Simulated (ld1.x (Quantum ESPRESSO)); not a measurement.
**An all-electron radial function and its pseudo partner (Ta)**

Columns: radius, all-electron u(r) and pseudo u(r) of the 6s shell (level -11.62 eV) of tantalum in the configuration [Xe] 4f14 5d3 6s1 6p0; PBE, scalar-relativistic, TM semilocal scheme, ld1.x (Quantum ESPRESSO) 7.5.

```json
{"r (bohr)": "0.152", "all-electron": "0.1363", "pseudo": "-0.0410"}
{"r (bohr)": "0.305", "all-electron": "-0.1600", "pseudo": "-0.0795"}
{"r (bohr)": "0.458", "all-electron": "-0.1153", "pseudo": "-0.1126"}
{"r (bohr)": "0.610", "all-electron": "0.1328", "pseudo": "-0.1389"}
{"r (bohr)": "0.762", "all-electron": "0.2918", "pseudo": "-0.1587"}
{"r (bohr)": "0.915", "all-electron": "0.3116", "pseudo": "-0.1747"}
{"r (bohr)": "1.068", "all-electron": "0.2300", "pseudo": "-0.1909"}
{"r (bohr)": "1.220", "all-electron": "0.0968", "pseudo": "-0.2125"}
{"r (bohr)": "1.372", "all-electron": "-0.0530", "pseudo": "-0.2452"}
{"r (bohr)": "1.525", "all-electron": "-0.1984", "pseudo": "-0.2940"}
{"r (bohr)": "1.678", "all-electron": "-0.3265", "pseudo": "-0.3606"}
{"r (bohr)": "1.830", "all-electron": "-0.4321", "pseudo": "-0.4388"}
{"r (bohr)": "1.982", "all-electron": "-0.5151", "pseudo": "-0.5154"}
{"r (bohr)": "2.135", "all-electron": "-0.5770", "pseudo": "-0.5770"}
{"r (bohr)": "2.288", "all-electron": "-0.6194", "pseudo": "-0.6194"}
{"r (bohr)": "2.440", "all-electron": "-0.6450", "pseudo": "-0.6450"}
{"r (bohr)": "2.592", "all-electron": "-0.6566", "pseudo": "-0.6566"}
{"r (bohr)": "2.745", "all-electron": "-0.6567", "pseudo": "-0.6567"}
{"r (bohr)": "2.898", "all-electron": "-0.6472", "pseudo": "-0.6472"}
{"r (bohr)": "3.050", "all-electron": "-0.6304", "pseudo": "-0.6304"}
{"r (bohr)": "3.202", "all-electron": "-0.6079", "pseudo": "-0.6079"}
{"r (bohr)": "3.355", "all-electron": "-0.5811", "pseudo": "-0.5811"}
{"r (bohr)": "3.508", "all-electron": "-0.5514", "pseudo": "-0.5514"}
{"r (bohr)": "3.660", "all-electron": "-0.5201", "pseudo": "-0.5201"}
{"r (bohr)": "3.812", "all-electron": "-0.4879", "pseudo": "-0.4879"}
{"r (bohr)": "3.965", "all-electron": "-0.4553", "pseudo": "-0.4553"}
```

How many radial nodes do the two functions have?

The all-electron 6s function has n − l − 1 = 5 (the table is too coarse to show those close to the nucleus); the pseudo-wave has 0, since the states of the same l below it are removed with the core.

At about which radius was the pseudo-wave matched?

2.15 bohr. The columns agree to 0.0005 from 1.98 bohr on; several derivatives are matched, so the curves merge somewhat inside the radius.

Is the pseudo-wave norm-conserving?

Yes: the TM semilocal scheme keeps the norm inside the radius equal to the all-electron one, which fixes the energy derivative of the logarithmic derivative at the level.
